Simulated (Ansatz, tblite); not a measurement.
Forces on the cluster Rh₆⁺ at its r2SCAN-D4/def2-SVP geometry. Total charge 1; doublet.

In the def2 sets Rh takes a core potential; there is no spin–orbit coupling. The xTB rows come from tblite. At PBE-D4/def2-TZVP the charge 1 doublet is spin-contaminated (final ⟨S²⟩ up to 2.43, 0.75 for a pure state). The structure comes from a short search, and lower isomers may exist.

GFN1-xTB (tblite), largest force 0.97 eV/Å:

```xyz
6
positions Å, forces eV/Å
Rh    0.203   -1.140   -1.085   -0.412   -0.031    0.329
Rh   -0.897   -0.088    1.013    0.272    0.061   -0.929
Rh    1.265    1.189    1.178   -0.012    0.218    0.018
Rh   -2.038   -0.024   -1.199    0.558    0.014    0.250
Rh    0.104    1.258   -0.960   -0.417   -0.039    0.332
Rh    1.363   -1.195    1.054    0.010   -0.222    0.001
```

GFN2-xTB (tblite), largest force 0.97 eV/Å:

```
Rh -0.295 -0.860 -0.350
Rh -0.315 -0.013 0.017
Rh 0.321 0.357 0.322
Rh 0.309 0.017 -0.022
Rh -0.371 0.861 -0.257
Rh 0.352 -0.361 0.290
```

PBE-D4/def2-TZVP (Ansatz), largest force 0.80 eV/Å:

```
Rh 0.238 -0.362 0.240
Rh -0.104 0.019 -0.505
Rh 0.213 0.235 0.059
Rh -0.791 -0.027 -0.108
Rh 0.209 0.361 0.273
Rh 0.234 -0.226 0.042
```
